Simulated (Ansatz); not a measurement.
`N[SiH](Br)CO`. Total charge 0; spin multiplicity 1. The structure was optimised at the PBE0-D4/def2-TZVP level. It is one conformer, not always the lowest.

```xyz
11

N    -1.374    0.525    0.978
Si   -0.654   -0.501   -0.168
Br   -0.927    0.178   -2.310
C     1.210   -0.450    0.066
O     1.701    0.864   -0.169
H    -0.928    1.409    1.172
H    -2.376    0.595    1.057
H    -1.282   -1.840   -0.100
H     1.714   -1.195   -0.562
H     1.448   -0.691    1.106
H     1.467    1.106   -1.072
```

Problem. What is the dipole moment at PBE/def2-TZVPP? (An estimate is asked.)

Solution. Computed: 1.39 D, with components (-0.80, -0.11, 1.13) D in this frame, pointing from negative to positive charge.

Problem. And with r2SCAN, B3LYP, ωB97M-V? (An estimate is asked.)

Solution. Computed: r2SCAN 1.42 D, B3LYP 1.44 D, ωB97M-V 1.45 D.

Problem. Give the Mulliken charges with PBE, r2SCAN, ωB97M-V in def2-TZVPP. (Estimate.)

Solution. Computed: 
```csv
atom,PBE,r2SCAN,ωB97M-V
N1,-0.36,-0.43,-0.35
Si2,0.39,0.52,0.43
Br3,-0.27,-0.30,-0.27
C4,-0.09,-0.01,-0.15
O5,-0.31,-0.37,-0.33
H6,0.16,0.17,0.13
H7,0.15,0.15,0.12
H8,-0.06,-0.08,-0.02
H9,0.10,0.06,0.12
H10,0.10,0.07,0.12
H11,0.19,0.21,0.19
```

B3LYP here is the variant with VWN-RPA as its local correlation; programs differ in this.
